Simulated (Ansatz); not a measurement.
`[NH2][GaH][SiH2]O` → `[NH2][GaH][OH]` + `[SiH2]`  (silylene formation by 1,1-elimination)

Gas-phase electronic energies from Ansatz, PBE0-D4/def2-TZVP geometries. CBS: MP2 limit from def2 TZ/QZ plus the TZ coupled-cluster correction, frozen cores. This one scheme is used for every species. DFT in def2-TZVPP. B3LYP here is the variant with VWN-RPA as its local correlation; programs differ in this. For Ga outer-core shells are correlated without core-valence functions, which leaves a few kJ/mol of doubt a bond. Scalar relativity is left out up to krypton. Each species was taken in one conformer, which may not be the lowest.

`[NH2][GaH][SiH2]O`:

```xyz
10

N     1.787   -0.307   -1.471
Ga    0.451   -0.978   -0.437
Si   -0.755    0.600    0.920
O    -2.343    0.120    0.942
H     2.021    0.670   -1.533
H     2.373   -0.868   -2.066
H     0.256   -2.530   -0.531
H    -0.207    0.659    2.311
H    -0.636    1.995    0.393
H    -2.949    0.639    1.472
```

`[NH2][GaH][OH]`:

Cartesian coordinates in Å:
```
N 0.150 1.201 0.051
Ga 0.107 -0.506 -0.556
O -0.430 -1.779 0.579
H -0.106 1.488 0.980
H 0.437 1.980 -0.515
H 0.506 -0.923 -1.992
H -0.664 -1.461 1.453
```

`[SiH2]`:

Z-matrix (Å, degrees):
```
Si
H 1 1.525
H 1 1.525 2 91.2
```

Problem. Is it downhill or uphill in electronic energy at CCSD(T)/CBS, and by how much? (Best estimate.)

Solution. Computed: Uphill: ΔE = +2.79 eV.

Problem. What do these levels give: ωB97X-V, PBE, B3LYP, MP2/def2-TZVPP, SCS-MP2/def2-TZVPP, HF/def2-QZVPP? (Best estimate.)

Solution. The calculation gave: ωB97X-V 2.88, PBE 2.83, B3LYP 2.67, MP2/def2-TZVPP 2.84, SCS-MP2/def2-TZVPP 2.72, HF/def2-QZVPP 2.57 eV.

Largest T1 diagnostic among the species: 0.014.

In def2-TZVPP, CCSD(T) changes the Hartree–Fock value by +0.11 eV (the triples alone add +0.04 eV) and MP2 by +0.26 eV. From PBE to PBE0 (25 % exact exchange), in def2-TZVPP and without D4, ΔE moves by +0.08 eV.
